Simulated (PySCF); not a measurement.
## Basis-set dependence of TeP at PBE0

PySCF, UKS reference; doublet, unpaired electrons π ↑; De to Te + P without counterpoise correction.

```csv
basis,relativity,functions,Re (Å),ωe (cm⁻¹),De (eV),μ (D)
def2-SVP,scalar-relativistic core potentials,44,2.249,483,2.98,-0.53
x2c-SVPall,spin-free X2C,54,2.242,489,3.03,-0.57
def2-SVPD,scalar-relativistic core potentials,59,2.250,482,3.04,-0.48
def2-TZVPP,scalar-relativistic core potentials,92,2.231,494,3.14,-0.55
```

**Question.** How does each smaller set differ from the one with most functions, def2-TZVPP?

**Answer.** def2-SVP: +1.8 pm, -2.2 % in ωe, -0.16 eV in De; x2c-SVPall: +1.1 pm, -1.0 % in ωe, -0.11 eV in De; def2-SVPD: +1.9 pm, -2.4 % in ωe, -0.10 eV in De. All at PBE0; the set with most functions is neither the basis-set limit nor always the best. The rows treat relativity differently, so the differences are not basis effects alone.

A positive dipole means Te(−)P(+). Spin–orbit coupling is left out, which matters for elements this heavy, above all for dissociation energies. The state is the lowest determinant that a PBE0 search found; another state may lie lower at other levels.
